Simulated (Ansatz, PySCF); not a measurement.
Energy difference R1 → 0.5 P1 + P2, each structure at its B3LYP-D3(BJ)/def2-TZVP stationary point, reached from a drawn start (curvature not checked).
R1: H2O (SMILES O), charge 0, multiplicity 1.
P1: H2 (SMILES [H][H]), charge 0, multiplicity 1.
P2: OH (SMILES [OH]), charge 0, multiplicity 2.

P less R. No zero-point or thermal terms; singlets are restricted closed shells; open shells are unrestricted; no spin–orbit coupling.

Frozen-core correlation throughout.

Codes used: Ansatz (an electronic-structure program) with Gaussian orbitals; PySCF for the D3/D4 terms. No computed number here is a measurement.

```csv
level,reaction energy (kJ/mol)
HF/cc-pVTZ,187.3
HF/cc-pVQZ,189.3
BLYP-D4/def2-TZVPP,283.2
revPBE/def2-TZVPP,282.3
r2SCAN/def2-TZVPP,280.8
B97M-V/def2-TZVPP,282.1
BHLYP/def2-TZVPP,263.6
SCS-MP2/cc-pVTZ,?
CCSD(T)/cc-pVQZ,?
```

Some entries are withheld; supply them.


- SCS-MP2/cc-pVTZ, reaction energy (kJ/mol): 294.4
- CCSD(T)/cc-pVQZ, reaction energy (kJ/mol): 292.0
